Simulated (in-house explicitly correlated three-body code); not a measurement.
Computed with an exponentially correlated three-body code. Model: two electrons around a point charge, non-relativistic, variational in 260 exponentially correlated functions (energies converged to about 1e-7 hartree, or 1e-8 relative for large Z).

Command:
```bash
python run_hyl.py task.json out
```
Settings (lengths in bohr, energies in hartree):
```
Z                      3
nuclear_mass           5
interaction_strength   1
functions              260
states_tried           13
```

Time taken, with all properties: 41 s on 1 thread of Arm Neoverse V1 (shared host).

**Those bound S and P states to n = 4 that converged, binding against the one-electron ion.**

Given: nuclear charge 3; mass of the centre 5 electron masses.

Computed: one-electron threshold -3.75 hartree.

```tsv
term	energy (hartree)	binding (eV)
1 1S	-6.05561986	62.739
2 3S	-4.26067649	13.896
2 3P	-4.25226745	13.667
2 1S	?	?
2 1P	-4.14025833	10.619
3 3S	-3.96275149	5.7893
3 3P	-3.95874292	5.6802
3 1S	-3.9492965	5.4231
3 1P	-3.92865143	4.8614
4 3S	?	?
4 1S	-3.86079098	3.0148
```

Task: What belongs in the row 2 1S?

Result: energy (hartree): -4.21009712; binding (eV): 12.52.

Task: What belongs in the row 4 3S?

Result: energy (hartree): -3.86622241; binding (eV): 3.1626.

**Converged states only, values per electron or pair.**

```csv
term,mean r (bohr),mean r squared (bohr²),mean inverse r (1/bohr),mean r12 (bohr),mean inverse r12 (1/bohr),mean cosine,mean p1 dot p2 (bohr⁻²),delta r1 (bohr⁻³),delta r12 (bohr⁻³)
1 1S,0.6867,0.64146,2.2425,1.0017,1.3438,0.017284,-0.090891,3.9797,0.32297
2 3S,1.7875,5.3914,1.4849,3.0418,0.38806,0.016548,-0.029804,2.644,-
2 3P,1.5171,3.8489,1.4986,2.5424,0.48689,-0.041815,-0.42929,2.4218,-
2 1S,1.9381,6.4968,1.4717,3.3327,0.40974,0.0026333,-0.11193,2.6203,0.042721
2 1P,1.9437,6.6308,1.4424,3.3284,0.37393,0.027593,0.042301,2.5141,0.002982
3 3S,3.8362,28.635,1.351,7.0989,0.18069,0.0087482,-0.030759,2.5296,-
3 3P,?,?,?,?,?,?,?,?,-
3 1S,4.0676,32.485,1.3474,7.559,0.18568,0.004933,-0.050692,2.5249,0.012458
3 1P,4.2098,35.346,1.3388,7.8384,0.17522,0.012672,-0.0015247,2.4942,0.0011407
4 3S,?,?,?,?,?,?,?,?,-
4 1S,7.0725,103.44,1.3045,13.558,0.10524,0.0038777,-0.028957,2.5026,0.0051907
```

Task: What belongs in the row 3 3P?

Result: mean r (bohr): 3.6204; mean r squared (bohr²): 25.625; mean inverse r (1/bohr): 1.3531; mean r12 (bohr): 6.675; mean inverse r12 (1/bohr): 0.20114; mean cosine: -0.0029249; mean p1 dot p2 (bohr⁻²): -0.11436; delta r1 (bohr⁻³): 2.4768.

Task: What belongs in the row 4 3S?

Result: mean r (bohr): 6.761; mean r squared (bohr²): 94.155; mean inverse r (1/bohr): 1.306; mean r12 (bohr): 12.936; mean inverse r12 (1/bohr): 0.10338; mean cosine: 0.0054644; mean p1 dot p2 (bohr⁻²): -0.021207; delta r1 (bohr⁻³): 2.5042.
